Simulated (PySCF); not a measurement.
## Computed properties of SnCl, SMILES [Cl][Sn+]

SnCl, SMILES [Cl][Sn+] (connectivity only; charge and spin as stated), charge +1, multiplicity 1. Geometry optimised at B3LYP-D3(BJ)/def2-TZVP. The spin state was assumed, not searched. The def2 effective core potentials stand for the cores of Sn; spin–orbit coupling is left out. Other conformers were not sampled. All values are computed for the isolated molecule unless a solvent is named; none is compared with measurement here.

**Structure.** The optimised structure has C∞v symmetry. All 1 harmonic modes at B3LYP-D3(BJ)/def2-TZVP (PySCF) are real, so it is a minimum.

**Vibrations.** The strongest infrared lines (harmonic, unscaled, degenerate partners summed) lie at 415 cm⁻¹ (51 km/mol, Cl 77 %, Sn 23 %). The softest mode is at 415 cm⁻¹ and the zero-point energy is 0.6 kcal/mol.

**Electronic structure.** PBE0/def2-TZVPD (PySCF) places the frontier levels at -15.09 and -9.05 eV, a gap of 6.04 eV and a mean polarisability of 41.2 bohr³.

**Excitations.** TDDFT-ωB97X/def2-TZVPD (PySCF) has S1 at 4.79 eV (259 nm, f = 0.083, bright); the most intense of the 10 singlets computed lies at 9.11 eV (f = 1.48). Strengths of degenerate partners are summed. T1 (TDA) is at 4.05 eV. No vertical singlet excitation falls in the visible range (under 3.1 eV).
